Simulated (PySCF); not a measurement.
## Group charges in `CC[Si@H](O[SiH3])[SiH2]C#N`

Compound: C3H11NOSi3.
Numbering: `[CH3:1][CH2:2][Si@H:3]([O:4][SiH3:5])[SiH2:6][C:7]#[N:8]` (hydrogens: H9, H10, H11 on C1; H12, H13 on C2; H14 on Si3; H15, H16, H17 on Si5; H18, H19 on Si6)

Structure used (PBE0-D3(BJ)/def2-SVP), in Å, numbered top down from 1:
```
atom  x, y, z in Å
C1     0.1088    1.9226   -0.1985
C2     0.0314    0.9164   -1.3435
Si3   -0.0775   -0.8806   -0.8167
O4    -1.4960   -1.2327   -0.0208
Si5   -2.6361   -0.6853    1.0517
Si6    1.6888   -1.3382    0.6772
C7     3.1987   -0.5417   -0.0686
N8     4.0852   -0.0055   -0.5916
H9     1.0027    1.7602    0.4252
H10    0.1620    2.9562   -0.5731
H11   -0.7701    1.8646    0.4637
H12    0.9239    0.9965   -1.9901
H13   -0.8339    1.1263   -1.9972
H14    0.0271   -1.7862   -1.9977
H15   -1.9895   -0.3421    2.3554
H16   -3.6408   -1.7641    1.2604
H17   -3.3122    0.5335    0.5134
H18    1.9984   -2.7859    0.8550
H19    1.4985   -0.7048    2.0156
```

Atomic charges (e) from the PBE0/pcSseg-1 density (PySCF):

```tsv
atom	Mulliken	IAO	Hirshfeld	ESP-fitted
C1	-0.3169	-0.3991	-0.1097	-0.0759
C2	-0.5985	-0.5547	-0.1562	-0.1876
Si3	+0.7892	+0.8994	+0.3579	+0.4862
O4	-0.7690	-0.8637	-0.3088	-0.4448
Si5	+0.6879	+0.8425	+0.3873	+0.5785
Si6	+0.2994	+0.3863	+0.2723	+0.1731
C7	-0.1928	-0.1525	-0.0357	+0.1843
N8	-0.2105	-0.2022	-0.2011	-0.3903
H9	+0.1438	+0.1367	+0.0379	+0.0327
H10	+0.1336	+0.1489	+0.0466	+0.0491
H11	+0.1313	+0.1307	+0.0366	+0.0077
H12	+0.1679	+0.1599	+0.0464	+0.0654
H13	+0.1580	+0.1510	+0.0452	+0.0714
H14	-0.0640	-0.1200	-0.0734	-0.1221
H15	-0.1098	-0.1439	-0.0803	-0.1209
H16	-0.0989	-0.1253	-0.0724	-0.1125
H17	-0.1063	-0.1420	-0.0779	-0.1095
H18	-0.0219	-0.0730	-0.0565	-0.0417
H19	-0.0224	-0.0789	-0.0589	-0.0432
```

**Question.** Cut each of the bonds C1–C2, C2–Si3, O4–Si3, Si5–O4, Si6–Si3 and C7–Si6 in turn and sum the charges on the side of the atom named first.

**Answer.** In e; the other side holds the opposite charge:

| bond cut | piece | atoms | Mulliken | IAO | Hirshfeld | ESP-fitted |
| --- | --- | --- | --- | --- | --- | --- |
| C1–C2 | CH3 | 4 | +0.092 | +0.017 | +0.011 | +0.014 |
| C2–Si3 | C2H5 | 7 | -0.181 | -0.227 | -0.053 | -0.037 |
| O4–Si3 | SiOH3 | 5 | -0.396 | -0.432 | -0.152 | -0.209 |
| Si5–O4 | SiH3 | 4 | +0.373 | +0.431 | +0.157 | +0.236 |
| Si6–Si3 | CH2NSi | 5 | -0.148 | -0.120 | -0.080 | -0.118 |
| C7–Si6 | CN | 2 | -0.403 | -0.355 | -0.237 | -0.206 |

Extremes among these pieces. Mulliken: lowest CN at C7, highest SiH3 at Si5; IAO: lowest SiOH3 at O4, highest SiH3 at Si5; Hirshfeld: lowest CN at C7, highest SiH3 at Si5; ESP-fitted: lowest SiOH3 at O4, highest SiH3 at Si5.

**Question.** Do the schemes agree better on the pieces than on the single atoms at the cuts?

**Answer.** The spread between schemes averages 0.182 e for the pieces and 0.394 e for the atoms named first; it is smaller for the piece at 6 of the 6 cuts. On average they agree better on the pieces.

One conformer (not necessarily the lowest) at the PBE0-D3(BJ)/def2-SVP geometry, without solvent, vibrations or thermal averaging.
